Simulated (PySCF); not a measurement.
**Co⁺: ionisation energy**

Co⁺ [Ar] 3d8 (3F) → Co²⁺ [Ar] 3d7 (4F), as a difference of total energies. All numbers are calculated (PySCF 2.14, scalar relativity by spin-free X2C-1e, in ANO-RCC-VTZP (6s5p3d2f1g, 59 functions)). Correlated levels: valence and next inner shell: [Ne] frozen. The calculations carry no spin-orbit coupling.

```csv
method,ionisation energy (eV)
UHF,14.729
MP2 (valence and next inner shell),17.880
SCS-MP2 (valence and next inner shell),17.570
CCSD (valence and next inner shell),16.993
CCSD(T) (valence and next inner shell),17.083
```

A first-order spin-orbit estimate (lowest level to lowest level, LS coupling) adds -0.013 eV.

Errors of the correlated levels include the incompleteness of this basis and the frozen core.

Q: Which method comes closest to the reference value, and which is furthest?

A: The reference is 17.084 eV (measured; NIST Atomic Spectra Database, ionization energies). Closest: CCSD(T) (valence and next inner shell) (error -0.015 eV); furthest: UHF (error -2.368 eV), both after the spin-orbit estimate.
